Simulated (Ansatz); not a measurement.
A nudged elastic band was laid between two geometries of BCl2HSi (5 atoms, charge 0, multiplicity 1).

Theory: RKS PBE-D4/def2-SVP (Ansatz).

```
movable images  : 5
climbing image  : from the first iteration
spring          : 5.0 eV/Å²
optimiser       : lbfgs
start path      : IDPP
force threshold : 0.05 eV/Å
iteration limit : 60
end points      : relaxed
```

Image 0:

```xyz
5
Properties=species:S:1:pos:R:3
B -0.416 1.249 -0.034
Si 0.334 -0.504 -0.171
Cl 1.447 -1.105 1.481
Cl -1.016 -1.985 -0.730
H -0.349 2.345 -0.546
```

Image 6:

```xyz
5
Properties=species:S:1:pos:R:3
B 0.351 0.997 -0.788
Si -0.310 -0.291 0.462
Cl 1.103 -0.992 1.819
Cl -1.360 -1.872 -0.392
H 0.216 2.158 -1.102
```

Question: Which bonds break or form, and what moves?

Answer: No bond is made or broken. The dihedral H5–B1–Si2–Cl4 changes from -115 to 115° by way of a nearly straight angle H5–B1–Si2 (up to 180°), not by a turn about the bond. The two ends are copies of one structure, up to a mirror image or an exchange of like atoms.

Question: What energy profile does the band end with?

Answer: The run converged. The highest image is number 3 of 0 to 6, 3.4 kcal/mol above the ends, which have the same energy within 2 meV. Another band between the same ends (5 images) ends at a top of the same energy, where a vibrational analysis finds 1 clearly imaginary mode.

```csv
image,path coordinate (Å),energy (kcal/mol),angle H5–B1–Si2 (°)
0,0.00,0.0,141
1,0.17,0.9,153
2,0.34,2.6,166
3,0.51,3.4,180
4,0.68,2.6,166
5,0.85,0.9,153
6,1.02,0.0,141
```

Question: What is the geometry of the highest image?

Answer: 
```xyz
5
Properties=species:S:1:pos:R:3
B -0.039 1.230 -0.446
Si 0.016 -0.489 0.177
Cl 1.287 -1.106 1.673
Cl -1.189 -1.991 -0.550
H -0.075 2.355 -0.855
```

The band took 8 iterations and about 80 core-seconds.

Time of the run: 75 s on 1 thread of Arm Neoverse V1, with other jobs on the host, peak memory 0.12 GiB.
